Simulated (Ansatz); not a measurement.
A geometry relaxed with Ansatz (a quantum-chemistry and plane-wave program) with B3LYP-D3(BJ)/def2-TZVP, charge 0, multiplicity 1:

```xyz
12

H     -1.8645    -2.1012    -0.4780
Si     0.0414     0.3971    -0.6345
H      0.1738     0.4698    -2.1083
C     -0.0889     2.1489    -0.0414
H      2.0928    -1.9303    -0.1133
H     -3.1108    -0.0282    -0.6080
H      1.7923    -0.5137     1.8239
N     -0.1733     3.2222     0.3726
Si     1.9572    -0.5299     0.3529
H     -2.0442    -0.6792     1.4701
H      3.1604     0.2425    -0.0300
Si    -1.9362    -0.6980    -0.0061
```

**Question.** Write the SMILES of this molecule.

**Answer.** `N#C[SiH]([SiH3])[SiH3]`
